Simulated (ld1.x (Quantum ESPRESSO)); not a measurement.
## zinc, TM: configuration errors across variants

ld1.x (Quantum ESPRESSO) 7.5 input, shortened:

```
&input
   title='Zn', zed=30., rel=2, dft='PBESOL', iswitch=3,
   config='[Ar] 3d10 4s1 4p1 4d-2', rel_dist='average'
 /
 &inputp
   pseudotype=2, tm=.true., lloc=-1, rcloc=2.30,
   nlcc=.false.
 /
3
4S  1  0   1.00   0.00  1.75  1.75  0.0
4P  2  1   1.00   0.00  2.65  2.65  0.0
4D  3  2  -2.00  -0.10  2.65  2.65  0.0
 &test
   configts(1)='4s1 4p1'
 /
```

Open shells are filled in proportion to 2j + 1 (rel_dist='average').

All-electron excitation energies from the reference (eV): (1) 4s2 4p0 -5.125; (2) 4s1 4p0 4.775; (3) 4s1.5 4p0 -1.175; (4) 4s0 4p1 11.131; (5) 4s0 4p2 5.476.

A true bound ghost makes a file unfit for plane-wave use even where its test errors are small: the radial tests pick states by their node count and pass the ghost by.

Errors AE − PS in meV (a dash: test not solved or not reliable):

| change | (1) | (2) | (3) | (4) | (5) | bound ghosts |
| --- | --- | --- | --- | --- | --- | --- |
| base | +26 | +9.9 | +20 | +72 | +45 | d3/2, d5/2 |
| local potential all-electron potential smoothed inside 1.00 bohr (lloc = -1) | +26 | +9.6 | +20 | +85 | +46 | s |
| local potential all-electron potential smoothed inside 1.40 bohr (lloc = -1) | +30 | +589 | +164 | +73 | +45 | d3/2, d5/2, s |
| local potential all-electron potential smoothed inside 1.62 bohr (lloc = -1) | +26 | +11 | +20 | +73 | +45 | d3/2, d5/2 |
| local potential all-electron potential smoothed inside 1.84 bohr (lloc = -1) | +26 | +10 | +20 | +72 | +45 | d3/2, d5/2 |
| local potential all-electron potential smoothed inside 2.24 bohr (lloc = -1) | +26 | +10.0 | +20 | +72 | +45 | d3/2, d5/2 |
| local potential all-electron potential smoothed inside 2.44 bohr (lloc = -1) | +25 | +9.7 | +20 | +72 | +45 | d3/2, d5/2 |
| local potential all-electron potential smoothed inside 3.08 bohr (lloc = -1) | +25 | +8.4 | +20 | +70 | +44 | d3/2, d5/2 |

(1) Give the same row for: local potential all-electron potential smoothed inside 2.76 bohr (lloc = -1).

Answers

(1) +25, +9.2, +20, +71, +45; bound ghosts: d3/2, d5/2.
